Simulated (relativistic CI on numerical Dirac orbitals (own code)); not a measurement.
d5 in a ligand field

Computed with a parametric ligand-field model of a d^n configuration (Racah B and C, spin-orbit zeta, crystal field), exact diagonalisation.

Field parameters in Wybourne normalisation: Oh B⁴₀ = 21Dq, B⁴₄ = √(5/14) B⁴₀; Td as Oh with Dq negative (B⁴₀ = 21Dq, B⁴₄ = √(5/14) B⁴₀). The field is a parameter set, without covalency.

Problem. Ground term and bands for B = 720, C = 3540, ζ = 0 cm⁻¹, Oh, 10Dq = 8950 cm⁻¹?

Solution. Ground term 6A1 with 2.00 electrons in the two orbitals of the cubic e set. Spin-allowed: none. Lowest spin-forbidden: 4T1 18510 cm⁻¹ (540 nm), 4T2 22167 cm⁻¹ (451 nm), 2T2 24559 cm⁻¹ (407 nm). A high-spin d5 ion has no spin-allowed d-d band, hence its pale colour.

Problem. Ground term and bands for B = 730, C = 2610, ζ = 0 cm⁻¹, Td, 10Dq = -9550 cm⁻¹?

Solution. Ground term 6A1 with 2.00 electrons in the two orbitals of the cubic e set. Spin-allowed: none. Lowest spin-forbidden: 4T1 12685 cm⁻¹ (788 nm), 2T2 14984 cm⁻¹ (667 nm), 4T2 16902 cm⁻¹ (592 nm). A high-spin d5 ion has no spin-allowed d-d band, hence its pale colour.

Problem. Ground term and bands for B = 410, C = 1520, ζ = 0 cm⁻¹, Oh, 10Dq = 18200 cm⁻¹?

Solution. Ground term 2T2 with 0.03 electrons in the two orbitals of the cubic e set. Spin-allowed: 2A2 16150 cm⁻¹ (619 nm), 2T1 16302 cm⁻¹ (613 nm), 2T2 17412 cm⁻¹ (574 nm), 2E 18268 cm⁻¹ (547 nm). Lowest spin-forbidden: 4T1 10750 cm⁻¹ (930 nm), 4T2 13860 cm⁻¹ (722 nm), 6A1 15911 cm⁻¹ (628 nm).

Problem. Ground term and bands for B = 890, C = 3280, ζ = 0 cm⁻¹, Td, 10Dq = -10050 cm⁻¹?

Solution. Ground term 6A1 with 2.00 electrons in the two orbitals of the cubic e set. Spin-allowed: none. Lowest spin-forbidden: 4T1 17550 cm⁻¹ (570 nm), 2T2 22132 cm⁻¹ (452 nm), 4T2 22231 cm⁻¹ (450 nm). A high-spin d5 ion has no spin-allowed d-d band, hence its pale colour.

Problem. Ground term and bands for B = 600, C = 3010, ζ = 0 cm⁻¹, Oh, 10Dq = 37950 cm⁻¹?

Solution. Ground term 2T2 with 0.02 electrons in the two orbitals of the cubic e set. Spin-allowed: 2A2 34140 cm⁻¹ (293 nm), 2T1 34341 cm⁻¹ (291 nm), 2T2 36122 cm⁻¹ (277 nm), 2E 37629 cm⁻¹ (266 nm). Lowest spin-forbidden: 4T1 23869 cm⁻¹ (419 nm), 4T2 28457 cm⁻¹ (351 nm), 6A1 38006 cm⁻¹ (263 nm).
